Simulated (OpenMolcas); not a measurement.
An atom or ion with 12 electrons was computed by MS-RASPT2, IPEA 0.25 Eh, imaginary shift 0.1 Eh with spin-orbit coupling (OpenMolcas, ANO-RCC-VTZP, DKH2). The lowest levels that the run gave, each within 12 % of the measured value where one is at hand:

| J | Parity | E (eV) | g |
| --- | --- | --- | --- |
| 0 | even | 0.0000 |  |
| 0 | odd | 4.561 |  |
| 1 | odd | 4.568 | 1.501 |
| 2 | odd | 4.580 | 1.501 |
| 1 | odd | 7.414 | 1.000 |

Question: Which ion is it, and what are the configurations and terms?

Answer: Al⁺ (Z = 13, charge +1; active space 2 electrons in 9 orbitals (RAS2 3s 3p; RAS3 3d, at most 2 electrons)). J, parity and g give the terms where levels are pure, and mixed ones are named by the computed weights; the size of the splittings, set against known spectra of the 12-electron sequence, gives the charge. In order, with the measured energies in eV (NIST Handbook of Basic Atomic Spectroscopic Data): 3s² ¹S₀, 3s 3p ³P°₀ (4.6361), 3s 3p ³P°₁ (4.6437), 3s 3p ³P°₂ (4.6591), 3s 3p ¹P°₁ (7.4207).

Active for correlation alone: 3d; no level in the range computed is led by a configuration that fills it, so any true level of that kind is missing. Measured partners are found by configuration, term and J. A level has none where our copy of the source lacks it or the pairing is in doubt (some pairs that miss far off the trend of their configuration count as doubtful), and it then counts in no deviation. Only configurations of the active space appear.

° marks odd parity.
